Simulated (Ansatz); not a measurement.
Cost and result for the atomization energy of C5H4F6 (`F[C@@H]1[C@@H](F)[C@H](F)C(F)(F)[C@@H]1F`) (15 atoms, 15 bonds).

```xyz
15

F     1.794   -1.434    0.766
C     1.219   -0.280    0.291
C     0.160    0.260    1.266
F     0.419    1.577    1.543
C    -1.160    0.136    0.508
F    -2.107    1.016    0.911
C    -0.765    0.296   -0.957
F    -0.515    1.585   -1.253
F    -1.720   -0.139   -1.803
C     0.519   -0.531   -1.040
F     1.284   -0.192   -2.114
H     1.997    0.478    0.166
H     0.167   -0.298    2.204
H    -1.543   -0.885    0.630
H     0.250   -1.590   -1.119
```

Charge 0, multiplicity 1. The structure was optimised at the PBE0-D4/def2-TZVP level. Program: Ansatz. All runs use 4 threads of an AMD EPYC 7R13 on a shared host and a share of an NVIDIA H100 80 GB. Times are those of one run each, without the atoms' runs, and a repeat can differ threefold. Electronic energies, without spin–orbit coupling; frozen cores. CCSD(T)/CBS adds CCSD(T) − MP2 in def2-TZVPP to the MP2 limit, and its time is that of the two runs behind it. T1 = 0.012.

CCSD(T)/CBS is a level of theory with its own doubt, some kJ/mol a heavy atom from the limit and from the frozen cores, so smaller differences don't rank the functionals.

| level | functions | wall time | atomization (kJ/mol) | difference from CCSD(T)/CBS | per bond |
| --- | --- | --- | --- | --- | --- |
| BLYP-D4/def2-TZVPP | 397 | 1.7 s | 6360.6 | 21.3 | 1.4 |
| CAM-B3LYP-D4/def2-TZVPP | 397 | 1.8 s | 6396.0 | 56.7 | 3.8 |
| revPBE-D4/def2-TZVPP | 397 | 2 s | 6397.8 | 58.5 | 3.9 |
| B97M-V/def2-TZVPP | 397 | 2.2 s | 6349.6 | 10.3 | 0.7 |
| BHLYP-D4/def2-TZVPP | 397 | 2.3 s | 6018.1 | -321.2 | -21.4 |
| LDA (SPW92)/def2-TZVPP | 397 | 2.5 s | 7657.8 | 1318.5 | 87.9 |
| ωB97M-V/def2-TZVPP (with forces) | 397 | 3.3 s | 6384.4 | 45.1 | 3.0 |
| PBE-QIDH/def2-TZVPP | 397 | 3.4 s | 6342.3 | 3.0 | 0.2 |
| ωB97X-V/def2-TZVPP | 397 | 4.5 s | 6389.0 | 49.7 | 3.3 |
| CCSD(T)/def2-SVP | 174 | 4.7 s | 6053.6 | -285.7 | -19.0 |
| MP2/def2-QZVPP | 747 | 6 s | 6519.3 | 180.0 | 12.0 |
| CCSD(T)/def2-TZVPP | 397 | 36 s | 6169.2 | -170.1 | -11.3 |
| CCSD(T)/CBS(def2) | – | 42 s | 6339.3 | 0.0 | 0.0 |

Leaving LDA and LC-ωPBE aside and taking each functional with its dispersion term where it has one, the values, not all of them listed here, spread over 622.3 kJ/mol, from BHLYP-D4 to PBE-D4. LDA lies +1054.5 kJ/mol from PBE without D4, its usual overbinding. In def2-TZVPP, CCSD(T) changes the Hartree–Fock value by +1755.1 kJ/mol (the triples alone add +130.6 kJ/mol) and MP2 by +2005.6 kJ/mol; breaking electron pairs costs correlation energy, which Hartree–Fock lacks. From BLYP to BHLYP (50 % exact exchange), in def2-TZVPP and without D4, the atomization energy moves by −300.6 kJ/mol: exact exchange takes away binding that semilocal exchange gives to molecules.
